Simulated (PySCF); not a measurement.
A GIAO shielding run with PySCF (density fitting, non-relativistic, gas phase) on `InChI=1S/CH11NSi3/c1-4-5-2-3/h2H,4-5H2,1,3H3`:

```
$ OMP_NUM_THREADS=1 python probes_run.py task.json out

{"job": {"kind": "nmr", "xc": "PBE0", "basis": "pcSseg-1"}, "charge": 0, "multiplicity": 1}
C     -2.981713    -0.292668     0.029103
Si    -1.253512     0.475740     0.240501
Si     0.336933    -1.064671    -0.402606
N      1.858001    -0.256982    -0.652903
Si     2.679407     0.894437     0.342140
H     -3.164283    -0.579464    -1.002789
H     -3.767601     0.397875     0.319627
H     -3.091067    -1.185324     0.638770
H     -1.248710     1.733312    -0.526619
H     -1.146548     0.884952     1.653019
H      0.522005    -2.165246     0.566742
H      0.092657    -1.726982    -1.695910
H      2.463778    -0.732219    -1.302690
H      3.218642     0.290384     1.567882
H      1.697052     1.920299     0.687153
H      3.777362     1.415501    -0.472832
```

Hardware: 1 thread of an Arm Neoverse V2, shared host. The job also computes population analyses, field gradients.

**Question.** How large is the calculation?

**Answer.** 66 electrons, 161 basis functions and 904 auxiliary functions.

**Question.** How long does it take, and how much memory does it need?

**Answer.** 17 s of wall time, with 12 SCF cycles and 4 response iterations; peak memory 0.73 GiB. Times on a shared host scatter by some tens of per cent.
